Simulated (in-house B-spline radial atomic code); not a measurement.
# B97-1 excitations of the boron ion B³⁺

Method: B97-1. Computed with an all-electron radial atomic-structure program (B-spline basis): linear response of the closed shell 1s2 with the functional's adiabatic kernel; scalar-relativistic (spin-free one-electron X2C), finite nucleus, no spin-orbit coupling, no double excitations, S, P, D and F terms only.

Command:
```bash
python run_td.py task.json out
```
Settings (radii: box in bohr, nucleus in fm):
```
Z                        5
electrons                2
configuration            1s2
hamiltonian              x2c
method                   b97_1
box_radius               23.08
rms_radius               2.406
intervals                74
```

Run time, properties included: 0.1 s on 1 thread of Intel(R) Xeon(R) 6975P-C (Granite Rapids) (shared host).

The lowest states, in the order of their Tamm-Dancoff energies; the method's threshold (minus the highest occupied level) is 237.83 eV. Labels give the largest channel, * marks a mixed state, and oscillator strengths are full-response dipole values. Semilocal kernels can invert the small singlet-triplet splittings of Rydberg terms. Energies in eV:

```json
{"state": "1s → 2s 3S", "full response": "190.50", "Tamm-Dancoff": "190.53", "oscillator strength": "-"}
{"state": "1s → 2s 1S", "full response": "194.85", "Tamm-Dancoff": "194.93", "oscillator strength": "-"}
{"state": "1s → 2p 3P", "full response": "195.65", "Tamm-Dancoff": "195.68", "oscillator strength": "-"}
{"state": "1s → 2p 1P", "full response": "198.06", "Tamm-Dancoff": "198.07", "oscillator strength": "0.519"}
{"state": "1s → 3s 3S", "full response": "219.34", "Tamm-Dancoff": "219.35", "oscillator strength": "-"}
{"state": "1s → 3s 1S", "full response": "220.23", "Tamm-Dancoff": "220.25", "oscillator strength": "-"}
{"state": "1s → 3p 3P", "full response": "220.75", "Tamm-Dancoff": "220.75", "oscillator strength": "-"}
{"state": "1s → 3p 1P", "full response": "?", "Tamm-Dancoff": "?", "oscillator strength": "?"}
{"state": "1s → 3d 3D", "full response": "221.64", "Tamm-Dancoff": "221.64", "oscillator strength": "-"}
{"state": "1s → 3d 1D", "full response": "221.87", "Tamm-Dancoff": "221.87", "oscillator strength": "-"}
{"state": "1s → 4s 3S", "full response": "227.91", "Tamm-Dancoff": "227.91", "oscillator strength": "-"}
{"state": "1s → 4s 1S", "full response": "228.25", "Tamm-Dancoff": "228.26", "oscillator strength": "-"}
{"state": "1s → 4p 3P", "full response": "?", "Tamm-Dancoff": "?", "oscillator strength": "-"}
{"state": "1s → 4p 1P", "full response": "228.67", "Tamm-Dancoff": "228.67", "oscillator strength": "0.0399"}
{"state": "1s → 4d 3D", "full response": "228.79", "Tamm-Dancoff": "228.79", "oscillator strength": "-"}
{"state": "1s → 4d 1D", "full response": "228.88", "Tamm-Dancoff": "228.88", "oscillator strength": "-"}
```

(1) Where does 1s → 4p 3P lie?

(2) Where does 1s → 3p 1P lie?

(3) How large is the singlet-triplet splitting of 1s → 2s (S terms) in Tamm-Dancoff?

(4) What polarisabilities and dispersion coefficient does the method give?

Results:

(1) At 228.47 eV in full response, 228.47 eV in Tamm-Dancoff.

(2) At 221.25 eV in full response, 221.25 eV in Tamm-Dancoff, oscillator strength 0.104.

(3) 4.4 eV, from the unrounded values.

(4) Dipole 0.02019 bohr³, quadrupole 0.003673 bohr⁵, C6 0.002692 hartree·bohr⁶ for two such species.
